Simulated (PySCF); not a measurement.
Input of a response calculation (the driver script's job line, then coordinates in Å):

```
{"job": {"kind": "uv", "xc": "wB97X-D", "basis": "def2-SVPD", "nstates": 8, "ntriplets": 3}, "charge": 0, "multiplicity": 1}
C     -0.745714     0.080472    -0.061396
C      0.556642     0.121250     0.126152
Br     1.715203    -1.282705    -0.400496
H     -1.370140     0.899203     0.252956
H     -1.234716    -0.757435    -0.528047
H      1.081847     0.941207     0.589257
```

Output (SCF cycles cut):

```
converged SCF energy = -2651.8091900541

Static polarisability (au): isotropic 47.355, principal 35.488 41.994 64.583

Singlet excitations
state   eV       nm        f      main configurations
  1   5.9950    206.8   0.00061   H->L+1 0.90
  2   6.6197    187.3   0.22572   H->L 0.94
  3   6.7504    183.7   0.00366   H-1->L+1 0.91
  4   6.8449    181.1   0.00083   H-1->L 0.99
  5   7.4856    165.6   0.00239   H->L+2 0.92
  6   8.1128    152.8   0.00010   H->L+3 0.74
  7   8.3225    149.0   0.08025   H-1->L+2 0.75, H-1->L+4 0.14
  8   8.3494    148.5   0.02862   H-3->L 0.27, H-2->L+1 0.27, H->L+3 0.20

Triplet excitations (Tamm-Dancoff, eV): 4.3545 5.4913 6.0533
```

Theory: PySCF, TDDFT wB97X-D/def2-SVPD, vertical, gas phase, core orbitals frozen in the response. Geometry: GFN2-xTB; no solvent, vibrations or thermal averaging. The wB97X-D/def2-SVPD calculation is non-relativistic and has no spin–orbit coupling, an omission that weighs most on bromine.

What is the polarisability anisotropy, √(½[(α1 − α2)² + (α2 − α3)² + (α3 − α1)²])?

26.45 au.

Give the energy of state 2 in hartree, cm⁻¹ and kJ/mol.

0.24327 hartree, 53391 cm⁻¹, 638.7 kJ/mol.

How many basis functions and electrons does this run hold?

105 basis functions for 50 electrons in 25 doubly occupied orbitals.

What share of the summed oscillator strength falls to the strongest level in this window?

State 2 at 187 nm: 0.2257 of 0.3422, or 66%.

What is the gap between the lowest singlet and the lowest triplet?

5.9950 − 4.3545 = 1.6405 eV (full response against Tamm–Dancoff).

Write the structure that the coordinates describe.

`C=CBr` (vinyl bromide) (C2H3Br), point group Cs.

H and L stand for HOMO and LUMO.

Note: wB97X-D ran without an empirical dispersion term, which enters the total energy and its gradient alone.
